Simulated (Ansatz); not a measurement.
# Cl2HfI2: where a starting geometry ends

The starting geometry of this gas-phase triplet was optimised with GFN2-xTB as a singlet.

```xyz
5

Cl   -0.2736   -1.2178    3.1102
Cl    1.5511   -1.3219   -1.7492
Hf   -1.0132   -0.4849   -1.6778
I    -0.1295    0.4048    1.3611
I    -0.0848    2.5461   -1.0857
```

Where would you expect an optimisation with PBE0-D4/def2-SVP to take it?

It rearranges, giving a structure with I4 bridging I5 and Hf3, I5 bridging Hf3 and I4, given below by its coordinates. Distances that change by over a tenth: Cl2–Hf3 (2.70 → 2.33 Å), Hf3–I4 (3.29 → 2.88 Å), Hf3–I5 (3.22 → 2.88 Å). Contacts that open: Cl1–I4 (2.39 → 4.43 Å). Contacts that close: Cl1–Hf3 (4.90 → 2.33 Å).

The energy falls by 5.55 eV over 32 steps:

```
step  E − E(last) (eV)
   1             5.550
   4             3.692
   8             2.171
  11             1.904
  15             1.573
  18             0.744
  22             0.607
  25             0.153
  29             0.007
  32             0.000
```

Final geometry (Å):

```xyz
5

Cl   -1.2248   -2.0498    1.0579
Cl    1.8470   -1.3156   -1.3263
Hf    0.0922   -0.4689   -0.0425
I     0.6349    1.9589    1.4078
I    -1.2993    1.8017   -1.1381
```

No frequencies were run, so the end isn't proven a minimum. Open shells are spin-unrestricted. The triplet needn't be the ground state. Atoms past krypton carry core potentials, without spin–orbit terms. Run with Ansatz 0.2.0, 7.3 min on 2 threads of Arm Neoverse V1 (shared host).
